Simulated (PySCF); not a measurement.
## Correlation energy of Cu²⁺ (copper, charge +2)

[Ar] 3d9, 2D determinant. All numbers are calculated (PySCF 2.14, no relativity, point nucleus, in def2-TZVPPD). Frozen: [Ar]; 9 electrons correlated.

```
  level  correlation energy (mhartree)
   CCSD                        -299.23
    (T)                          -6.22
CCSD(T)                        -305.45
```

Diagnostics: T1 = 0.0071, D1 = 0.0106, largest double amplitude 0.016.

Problem. Is a single reference adequate?

Solution. Yes: T1 lies below 0.03 and no double amplitude reaches 0.07.
